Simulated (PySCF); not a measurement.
Bonds: C1-C2, C2-C3, C2-C4, C4-N5, C4-C6, C6-C7, C7-S8, S8-Si9. C1 carries H10, H11, H12; C2 carries H13; C3 carries H14, H15, H16; N5 carries H17; C6 carries H18, H19; C7 carries H20, H21; Si9 carries H22, H23, H24.

How the numbers were obtained: shieldings: GIAO PBE0/pcSseg-1, GFN2-xTB geometry, in PySCF 2.14.0 with density-fitted response routines (no solvent, one averaged value for each set of equivalent atoms, one computed conformer, no relativistic terms).

δ = σ(ref) − σ, references computed at the same level: 13C (σ = 186.93 ppm) against TMS.

Do the 13C shifts follow the atomic charges (in e)? Tabulate both.

Answers


```csv
atoms,hybridisation,δ (ppm),σ para (ppm),Hirshfeld,IAO,Mulliken,ESP-fitted
C4,–,189.3,-257,+0.10,+0.19,-0.01,+0.34
C2,–,46.1,-108,-0.02,-0.11,-0.30,+0.34
C6,–,36.7,-105,-0.08,-0.30,-0.18,+0.24
C7,–,31.3,-95,-0.07,-0.33,-0.37,-0.32
C1/C3,–,22.8,-84,-0.12,-0.42,-0.22,-0.46
```

Correlation coefficients of δ with charge over these carbons: Hirshfeld +0.96, IAO +0.94, Mulliken +0.83, ESP-fitted +0.55; with the paramagnetic shielding -1.00. With so few points these coefficients are fragile. Charge is one influence among several: hybridisation and low-lying excitations act through the paramagnetic term.

Shifts are as computed. Against solution values, carbons near 30 ppm lie about +3 ppm off and those near 130 ppm about +5 ppm. Of 1211 compounds with measured shifts, 218 miss one by over three times the rms of a fit or turn the order of signals round; such compounds aren't used in these exercises.
